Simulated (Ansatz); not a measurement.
`BN[CH2][GaH2]` + `[GeH3][TeH]` → `[GaH2][Te][GeH3]` + `BNC` at 500 K and 1 bar (ligand exchange at a Ga–C bond).

Gas-phase electronic energies from Ansatz, PBE0-D4/def2-TZVP geometries. CBS: MP2 limit from def2 TZ/QZ plus the TZ coupled-cluster correction, frozen cores. def2 core potentials past Kr. For Ga, Ge, Te outer-core shells are correlated without core-valence functions, which leaves a few kJ/mol of doubt a bond. Scalar relativity is left out up to krypton. Each species was taken in one conformer, which may not be the lowest.

```
           species  CCSD(T)/CBS energy (Eh)  H − E (kJ/mol)  S (J/(mol·K))
   `BN[CH2][GaH2]`              -2045.70010           252.8          402.2
     `[GeH3][TeH]`              -2346.24724           110.0          352.4
`[GaH2][Te][GeH3]`              -4270.82186           143.9          442.1
             `BNC`               -121.18426           231.8          309.7
```

H − E and S are ideal-gas, rigid-rotor, harmonic terms from PBE0-D4/def2-TZVP, for one conformer and one mirror image of each species. 1 Eh = 2625.50 kJ/mol, R = 8.31446 J/(mol·K).

By hand: ΔE, ΔH, ΔS and ΔG.

ΔE = (-4270.82186) + (-121.18426) − (-2045.70010) − (-2346.24724) = -0.05878 Eh = -154.3 kJ/mol. Δ(H − E) = 143.9 + 231.8 − 252.8 − 110.0 = 12.9, so ΔH = -141.4 kJ/mol. ΔS = 442.1 + 309.7 − 402.2 − 352.4 = -2.8 J/(mol·K). ΔG = -141.4 − 500 × (-2.8)/1000 = -140.0 kJ/mol.

By hand: the equilibrium constant, and the temperature at which ΔG would vanish if ΔH and ΔS stayed fixed.

log₁₀ K = −ΔG/(RT ln 10) = 14.6. ΔG = 0 at ΔH/ΔS = 50500 K, far beyond where these terms or the molecules hold.

The number of gas molecules stays the same, so ΔS is small and ΔH decides. A doubt of 5 kJ/mol in ΔE shifts log₁₀ K by 0.5 here. Other conformers and mirror images would add mixing entropy, several J/(mol·K) or more a flexible species. Modes under 60 cm⁻¹, often nearly free rotors, make the harmonic entropy too high. These are equilibria of isolated gas molecules and say nothing of rates. Largest T1 diagnostic: 0.013 (customary marks: 0.02 for closed shells, 0.045 for open ones).
